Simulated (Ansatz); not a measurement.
Ansatz results at the PBE0-D4/def2-TZVP geometry: LUMO energy (PBE0/def2-TZVPP) -0.14 eV; HOMO energy (B3LYP/def2-TZVPP) -7.66 eV; size of the dipole moment (ωB97M-V/def2-TZVPP) 2.08 D.

Each molecule was computed in one conformer, which needn't be the lowest.

Problem. Which molecule gave them?
A. `O[SiH2]C(O)[SiH3]`
B. `C[SiH]1OB1O`
C. `O/C=N/[SiH2]Cl`
D. `O[SiH2]OC[SiH3]`

Solution. A. The others give `O/C=N/[SiH2]Cl`: -0.40, -7.92, 1.50; `O[SiH2]OC[SiH3]`: 0.31, -7.55, 2.05; `C[SiH]1OB1O`: -0.28, -6.69, 1.03.

B3LYP here is the variant with VWN-RPA as its local correlation; programs differ in this.
